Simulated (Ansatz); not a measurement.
BH2F3, singlet: a nudged elastic band.

Input (in.yaml):

```yaml
crystal:
  periodic: [false, false, false]
  atoms:
    - {symbol: B, position_ang: [-0.445688, -0.100956, -0.743211]}
    - {symbol: H, position_ang: [0.135255, 0.651285, -1.458231]}
    - {symbol: F, position_ang: [-0.323805, -1.402027, -0.871418]}
    - {symbol: F, position_ang: [-1.314976, 0.346958, 0.147698]}
    - {symbol: H, position_ang: [0.680687, 0.365338, 1.799999]}
    - {symbol: F, position_ang: [1.268627, 0.139402, 1.125262]}
basis:
  gaussian: {orbitals: def2-SVP}
hamiltonian: {xc: pbe0, dispersion: d4}
neb:
  images: 5
  climbing: true
  max_iterations: 40
  initial_path: idpp
  final_atoms:
    - {symbol: B, position_ang: [-0.573875, -0.692392, 0.227044]}
    - {symbol: H, position_ang: [0.997113, 1.420740, -0.794845]}
    - {symbol: F, position_ang: [-0.126956, -1.423886, -0.765468]}
    - {symbol: F, position_ang: [-1.618686, 0.080867, 0.052848]}
    - {symbol: H, position_ang: [1.311472, 1.364992, -0.119290]}
    - {symbol: F, position_ang: [0.011031, -0.750322, 1.399810]}
```

Command:

```bash
ansatz run in.yaml --threads 2 --pin off --events-out ev --progress --plain --max-ram 4352MiB
```

The run's output (Ansatz 0.2.0):

```
Functional definition: PBE0
  name "PBE0"
  cite "Adamo & Barone, J. Chem. Phys. 110, 6158 (1999) doi:10.1063/1.478522"
  cite "Perdew, Burke & Ernzerhof, Phys. Rev. Lett. 77, 3865 (1996) doi:10.1103/PhysRevLett.77.3865"
  parent pbe
  parameter a = 0.25
  parameter kappa = 0.804
  parameter beta = 0.06672455060314922
  exchange = (1 - a)*pbe_x(kappa = kappa, mu = beta*pi^2/3) + a*exact_x
  correlation = pbe_c(beta = beta)
693 factors; integrals over basis functions are off by at most 3.4e-4 eV
mean field evaluation 1: about -8844.4991 eV, gradient 4.0e1 eV
mean field evaluation 2: about -8843.1349 eV, gradient 5.1e1 eV
mean field evaluation 4: about -8846.7930 eV, gradient 1.1e0 eV
mean field evaluation 8: about -8846.8408 eV, gradient 2.8e-2 eV
mean field -8846.84080129 eV, -325.1154028432 hartree, gradient 6.5e-5 eV, S^2 0.000000; 0 other end points of the search recorded, 0 dependent functions left out
the calculation of the forces begins
reference -8846.84082110 eV, -325.1154035713 hartree; 17, 17 occupied and 49, 49 virtual orbitals, 693 factors
692 factors; integrals over basis functions are off by at most 7.3e-4 eV
mean field evaluation 16: about -8847.9471 eV, gradient 1.1e0 eV
mean field -8848.02272437 eV, -325.1588377154 hartree, gradient 4.2e-5 eV, S^2 0.000000; 0 other end points of the search recorded, 0 dependent functions left out
the calculation of the forces begins
reference -8848.02274471 eV, -325.1588384629 hartree; 17, 17 occupied and 49, 49 virtual orbitals, 692 factors
WARN: NEB end point (image 0): max|allowed force component| = 2.748e-1 eV/Å (the criterion of neb.relax_end_points is 1.000e-2). That is over neb.f_tol: it is no minimum, so the barrier can be far off. Relax it first
WARN: NEB end point (image 6): max|allowed force component| = 3.684e-1 eV/Å (the criterion of neb.relax_end_points is 1.000e-2). That is over neb.f_tol: it is no minimum, so the barrier can be far off. Relax it first
693 factors; integrals over basis functions are off by at most 4.4e-4 eV
mean field evaluation 32: about -8844.6928 eV, gradient 2.6e-1 eV
mean field -8844.69295261 eV, -325.0364708603 hartree, gradient 3.5e-5 eV, S^2 0.000000; 0 other end points of the search recorded, 0 dependent functions left out
the calculation of the forces begins
reference -8844.69297365 eV, -325.0364716334 hartree; 17, 17 occupied and 49, 49 virtual orbitals, 693 factors
694 factors; integrals over basis functions are off by at most 7.1e-4 eV
mean field -8841.80497426 eV, -324.9303396135 hartree, gradient 1.6e-5 eV, S^2 0.000000; 0 other end points of the search recorded, 0 dependent functions left out
the calculation of the forces begins
reference -8841.80499537 eV, -324.9303403892 hartree; 17, 17 occupied and 49, 49 virtual orbitals, 694 factors
696 factors; integrals over basis functions are off by at most 8.5e-4 eV
mean field evaluation 64: about -8840.0992 eV, gradient 2.9e-1 eV
mean field -8840.15113974 eV, -324.8695623157 hartree, gradient 1.8e-5 eV, S^2 0.000000; 0 other end points of the search recorded, 0 dependent functions left out
the calculation of the forces begins
reference -8840.15116098 eV, -324.8695630965 hartree; 17, 17 occupied and 49, 49 virtual orbitals, 696 factors
694 factors; integrals over basis functions are off by at most 1.2e-3 eV
mean field -8841.78637548 eV, -324.9296561209 hartree, gradient 4.8e-6 eV, S^2 0.000000; 0 other end points of the search recorded, 0 dependent functions left out
the calculation of the forces begins
reference -8841.78639618 eV, -324.9296568816 hartree; 17, 17 occupied and 49, 49 virtual orbitals, 694 factors
697 factors; integrals over basis functions are off by at most 1.1e-3 eV
mean field evaluation 96: about -8845.6712 eV, gradient 1.4e0 eV
mean field -8845.73273948 eV, -325.0746823230 hartree, gradient 1.6e-5 eV, S^2 0.000000; 0 other end points of the search recorded, 0 dependent functions left out
the calculation of the forces begins
reference -8845.73275958 eV, -325.0746830615 hartree; 17, 17 occupied and 49, 49 virtual orbitals, 697 factors
NEB iter   1: max|band force component| = 4.950e0 eV/Å  barrier→ = 6.6751 eV  barrier← = 7.8608 eV  Δτ_max = 0.2000 Å  (176 SCF iters)
NEB iter   2: max|band force component| = 3.989e0 eV/Å  barrier→ = 5.3806 eV  barrier← = 6.5664 eV  Δτ_max = 0.2000 Å  (152 SCF iters)
NEB iter   3: max|band force component| = 7.109e0 eV/Å  barrier→ = 3.1826 eV  barrier← = 4.3683 eV  Δτ_max = 0.1012 Å  (161 SCF iters)
NEB iter   4: max|band force component| = 7.464e0 eV/Å  barrier→ = 2.4841 eV  barrier← = 3.6698 eV  Δτ_max = 0.2000 Å  (139 SCF iters)
NEB iter   5: max|band force component| = 3.896e0 eV/Å  barrier→ = 1.2147 eV  barrier← = 2.4005 eV  Δτ_max = 0.2000 Å  (139 SCF iters)
NEB iter   6: max|band force component| = 1.383e1 eV/Å  barrier→ = 1.7199 eV  barrier← = 2.9056 eV  Δτ_max = 0.1010 Å  (150 SCF iters)
NEB iter   7: max|band force component| = 2.770e0 eV/Å  barrier→ = 0.6279 eV  barrier← = 1.8137 eV  Δτ_max = 0.2000 Å  (139 SCF iters)
NEB iter   8: max|band force component| = 1.688e0 eV/Å  barrier→ = 0.6672 eV  barrier← = 1.8529 eV  Δτ_max = 0.1765 Å  (136 SCF iters)
NEB iter   9: max|band force component| = 7.460e-1 eV/Å  barrier→ = 0.3891 eV  barrier← = 1.5749 eV  Δτ_max = 0.0973 Å  (140 SCF iters)
NEB iter  10: max|band force component| = 8.689e-1 eV/Å  barrier→ = 0.3737 eV  barrier← = 1.5594 eV  CI = image 3  Δτ_max = 0.2000 Å  (140 SCF iters)
NEB iter  11: max|band force component| = 1.255e0 eV/Å  barrier→ = 0.6128 eV  barrier← = 1.7986 eV  CI = image 3  Δτ_max = 0.0987 Å  (138 SCF iters)
NEB iter  12: max|band force component| = 8.453e-1 eV/Å  barrier→ = 0.6724 eV  barrier← = 1.8581 eV  CI = image 3  Δτ_max = 0.0504 Å  (137 SCF iters)
NEB iter  13: max|band force component| = 8.863e-1 eV/Å  barrier→ = 0.7198 eV  barrier← = 1.9055 eV  CI = image 3  Δτ_max = 0.0251 Å  (138 SCF iters)
NEB iter  14: max|band force component| = 4.484e-1 eV/Å  barrier→ = 0.7092 eV  barrier← = 1.8950 eV  CI = image 3  Δτ_max = 0.0502 Å  (141 SCF iters)
NEB iter  15: max|band force component| = 1.093e0 eV/Å  barrier→ = 0.7191 eV  barrier← = 1.9048 eV  CI = image 3  Δτ_max = 0.0249 Å  (139 SCF iters)
NEB iter  16: max|band force component| = 2.712e-1 eV/Å  barrier→ = 0.7159 eV  barrier← = 1.9017 eV  CI = image 3  Δτ_max = 0.0438 Å  (122 SCF iters)
NEB iter  17: max|band force component| = 6.114e-2 eV/Å  barrier→ = 0.7155 eV  barrier← = 1.9012 eV  CI = image 3  Δτ_max = 0.0499 Å  (120 SCF iters)
NEB iter  18: max|band force component| = 7.293e-1 eV/Å  barrier→ = 0.7152 eV  barrier← = 1.9010 eV  CI = image 3  Δτ_max = 0.0225 Å  (111 SCF iters)
NEB iter  19: max|band force component| = 3.731e-1 eV/Å  barrier→ = 0.7152 eV  barrier← = 1.9009 eV  CI = image 3  Δτ_max = 0.0338 Å  (109 SCF iters)
NEB iter  20: max|band force component| = 1.466e-1 eV/Å  barrier→ = 0.7152 eV  barrier← = 1.9009 eV  CI = image 3  Δτ_max = 0.0276 Å  (104 SCF iters)
NEB iter  21: max|band force component| = 3.537e-1 eV/Å  barrier→ = 0.7152 eV  barrier← = 1.9009 eV  CI = image 3  Δτ_max = 0.0137 Å  (98 SCF iters)
NEB iter  22: max|band force component| = 1.296e-1 eV/Å  barrier→ = 0.7152 eV  barrier← = 1.9009 eV  CI = image 3  Δτ_max = 0.0086 Å  (100 SCF iters)
NEB iter  23: max|band force component| = 8.377e-3 eV/Å  barrier→ = 0.7152 eV  barrier← = 1.9009 eV  CI = image 3  Δτ_max = 0.0000 Å  (744 SCF iters)
Total energy: -8846.17106025 eV, -325.0907903140 hartree
Atom 0 at    -0.271464    -0.219429    -0.157547 Å, force    -0.000228     0.000236    -0.000064 eV/Å
Atom 1 at     0.165524     0.986440    -0.549951 Å, force    -0.000034     0.000017     0.000058 eV/Å
Atom 2 at     0.080257    -1.176776    -1.001008 Å, force     0.000053    -0.000015     0.000184 eV/Å
Atom 3 at    -1.502442    -0.171351     0.326238 Å, force    -0.000005    -0.000094    -0.000125 eV/Å
Atom 4 at     0.744623     0.731862     0.333657 Å, force     0.000044     0.000098    -0.000191 eV/Å
Atom 5 at     0.783603    -0.150746     1.048711 Å, force     0.000171    -0.000243     0.000138 eV/Å
Dipole moment:     0.219826     0.374096    -0.021261 e Å

[the SCF lines of later steps are left out]
```

The run took about 120 s on 2 CPU threads of an Arm Neoverse V1 (shared host).
